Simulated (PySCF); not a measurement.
Working with the constants of BiN

RHF-CCSD(T) constants of BiN, singlet, closed shell (Bi def2-SVPD with ECP60, N def2-SVPD; scalar-relativistic core potentials (PySCF 2.14); masses 208.9804 and 14.0031 u):

```
ωe              : 711.2 cm⁻¹
ωexe            : 4.71 cm⁻¹
Be              : 0.32904 cm⁻¹
αe              : 0.00230 cm⁻¹
D (centrifugal) : 2.82e-07 cm⁻¹
De to Bi + N    : 2.33 eV
```

(1) Give the vibrational terms G(v) and spacings up to v = 3.

(2) How well does the Morse estimate ωe²/(4ωexe) reproduce De, and what is D0?

Correlated steps freeze 5 core orbitals. Correlated levels converge slowly with the basis: in double zeta they bind strong bonds too weakly, by up to about 1 eV, and carry superposition errors of some tenths. Spin–orbit coupling is left out, which matters for elements this heavy, above all for dissociation energies. Where the molecule has an RHF reference, its open-shell atoms are computed with UHF. The CCSD T1 diagnostic is raised, a sign that a single reference may not be enough here. The restricted Hartree–Fock solution is unstable towards spin polarisation at this distance.

## Answers

(1) G(v) = ωe(v+½) − ωexe(v+½)².

| v | G(v) (cm⁻¹) | G(v) − G(v−1) | Bv (cm⁻¹) |
| --- | --- | --- | --- |
| 0 | 354 |  | 0.3279 |
| 1 | 1056 | 702 | 0.3256 |
| 2 | 1749 | 692 | 0.3233 |
| 3 | 2432 | 683 | 0.3210 |

(2) It gives 3.33 eV, 143 % of the computed De. D0 = De − G(0) = 2.33 − 0.04 = 2.29 eV.
